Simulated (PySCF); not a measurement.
Species: C₂H₈SSeSi.
Numbering: `[CH3:1][S:2][SiH2:3][Se:4][CH3:5]` (hydrogens: H6, H7, H8 on C1; H9, H10 on Si3; H11, H12, H13 on C5)

Computed by this run: PBE0-D3(BJ)/def2-SVP geometry optimisation, gas phase (PySCF); density fitting, grid level 1; the optimiser is geomeTRIC in internal coordinates, started from a GFN2-xTB structure with every atom displaced at random (about 0.01 Å).

Step 6: E = -86235.8540 eV
```
atom  x, y, z in Å  |  force x, y, z in eV/Å
C1     -2.3975   -0.0180    0.3236    0.074  -0.108   0.147
S2     -1.7757   -0.9036   -1.1429    0.001   0.032  -0.056
Si3     0.2467   -0.2304   -1.1357   -0.015  -0.003   0.015
Se4     1.3134   -1.0729    0.6954    0.029   0.022  -0.024
C5      2.7470    0.2631    0.7561    0.017  -0.039  -0.012
H6     -1.8588   -0.3402    1.2299   -0.066   0.064  -0.087
H7     -3.4599   -0.2782    0.4237    0.009   0.001  -0.006
H8     -2.3038    1.0693    0.2012   -0.009   0.030  -0.007
H9      0.8356   -0.6925   -2.4261   -0.010  -0.009  -0.001
H10     0.3324    1.2634   -1.0506    0.013  -0.002  -0.010
H11     3.3347    0.0487    1.6580   -0.001   0.003   0.011
H12     3.3997    0.1808   -0.1237   -0.025  -0.007   0.025
H13     2.3308    1.2760    0.8266   -0.017   0.017   0.004
```

Step 7: E = -86235.8558 eV
```
atom  x, y, z in Å  |  force x, y, z in eV/Å
C1     -2.3591   -0.0071    0.3377    0.091  -0.135   0.133
S2     -1.7861   -0.8931   -1.1503    0.000   0.061  -0.044
Si3     0.2460   -0.2475   -1.1742   -0.013  -0.011   0.014
Se4     1.3132   -1.1048    0.6498    0.043   0.040  -0.019
C5      2.7073    0.2691    0.7744    0.018  -0.060  -0.026
H6     -1.7853   -0.3277    1.2229   -0.071   0.062  -0.084
H7     -3.4159   -0.2715    0.4775    0.006   0.009  -0.010
H8     -2.2709    1.0800    0.2111   -0.020   0.034  -0.011
H9      0.8107   -0.7177   -2.4722   -0.013  -0.019  -0.001
H10     0.3635    1.2444   -1.0911    0.001  -0.004   0.000
H11     3.2771    0.0520    1.6870   -0.003   0.007   0.016
H12     3.3843    0.2215   -0.0892   -0.025  -0.004   0.025
H13     2.2599    1.2678    0.8523   -0.014   0.020   0.008
```

**Question.** Estimate the geometry and energy of step 8. (The exact step hangs on the optimiser's Hessian estimate; all steps are aligned on step 7, rigid shifts and turns removed.)

**Answer.** E = -86235.8590 eV, largest force 0.094 eV/Å
```
atom  x, y, z in Å  |  force x, y, z in eV/Å
C1     -2.2907    0.0038    0.3699    0.039  -0.085   0.013
S2     -1.8101   -0.8364   -1.1786    0.015   0.076   0.013
Si3     0.2446   -0.2654   -1.2497   -0.006  -0.013   0.010
Se4     1.2980   -1.1345    0.5782    0.063   0.026  -0.012
C5      2.6375    0.2793    0.8084   -0.013  -0.048  -0.024
H6     -1.6496   -0.3239    1.2021   -0.029   0.022  -0.028
H7     -3.3298   -0.2844    0.5770   -0.003   0.012  -0.005
H8     -2.2305    1.0954    0.2619   -0.025   0.015  -0.005
H9      0.7615   -0.7797   -2.5505   -0.015  -0.026   0.001
H10     0.4398    1.2194   -1.1944   -0.013  -0.001   0.016
H11     3.1571    0.0643    1.7511   -0.008   0.005   0.012
H12     3.3650    0.2667   -0.0132   -0.007   0.002   0.005
H13     2.1518    1.2610    0.8735    0.002   0.014   0.007
```

The energy changes by -0.0033 eV. The first-order estimate −F·Δx gives -0.0079 eV and the mean of the old and new forces, exact on a quadratic surface, -0.0044 eV. The step makes an angle of 86° with the force vector and moves no atom by more than 0.137 Å.

The cost below is that of the whole optimisation. The run took 94 s of wall time on Arm Neoverse V2, one thread, on a shared host, and the process peaked at 0.56 GiB of memory.
